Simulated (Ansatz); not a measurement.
## Ansatz (development build ahead of 0.2.0) run

```yaml
crystal:
  periodic: [false, false, false]
  atoms:
    - { symbol: Fe, position_ang: [0.0, 0.0, 0.0] }
    - { symbol: B, position_ang: [0.0, 2.5834, 0.0] }
    - { symbol: "N", position_ang: [0.0, -2.4279, 0.0] }
basis:
  gaussian: { orbitals: pcseg-2 }
magnetization:
  spin_polarized: true
  initial_magnetization: 4
hamiltonian:
  xc: hf
```

The input is written out in the form of the current development build from the run's settings.

The run gave:

| Property | Result |
| --- | --- |
| Converged | yes |
| Total energy | -1341.37386 hartree |
| Spin squared of the determinant | 8.335 |
| Stability test | minimum |

Caution: another spin multiplicity may lie lower; the unrestricted determinant is a mixture of spin states.
